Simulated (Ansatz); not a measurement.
Relaxation of AsH₄NO (7 atoms, charge 0, multiplicity 1), to a largest force component of 0.02 eV/Å in at most 50 steps.

All numbers below come from RKS PBE0-D4/def2-SVP in Ansatz 0.2.0.

```xyz
7
Properties=species:S:1:pos:R:3
N -0.382 0.797 -0.578
As -0.366 -0.466 0.791
O 1.259 -1.052 0.235
H -0.611 0.348 -1.472
H -1.228 1.468 -0.383
H 1.848 -0.487 0.797
H 1.125 -1.733 -0.439
```

Task: Where does it end, and by what steps?

Result: It converged. After 14 steps the energy has fallen by 2.076 eV; H6 moved furthest, 0.80 Å. Parted: As2–O3.

```
step  energy less start (eV)  largest force component (eV/Å)  accepted
   0                  0.0000                           4.122       yes
   1                 -0.8742                           1.964       yes
   2                 -1.4974                           1.400       yes
   3                 -1.8502                           1.283       yes
   4                 -2.0092                           0.687       yes
   5                 -2.0540                           0.216       yes
   6                 -2.0386                           1.345        no
   7                 -2.0677                           0.105       yes
   8                 -2.0710                           0.379       yes
   9                 -2.0746                           0.033       yes
  10                 -2.0621                           0.134        no
  11                 -2.0752                           0.096       yes
  12                 -2.0756                           0.041       yes
  13                 -2.0758                           0.020       yes
  14                 -2.0759                           0.008       yes
```

```xyz
7
Properties=species:S:1:pos:R:3
N -0.625 0.620 -0.509
As -0.841 -0.751 0.643
O 1.458 -1.091 0.570
H -0.746 0.526 -1.513
H -0.626 1.588 -0.203
H 1.550 -0.254 0.087
H 1.477 -1.764 -0.123
```

Whether the end is a true minimum wasn't checked by a vibrational analysis.

Run time: 21 s on 1 thread of AMD EPYC 9R45 96-Core Processor (Zen 5), on a shared host, peak memory 0.17 GiB.
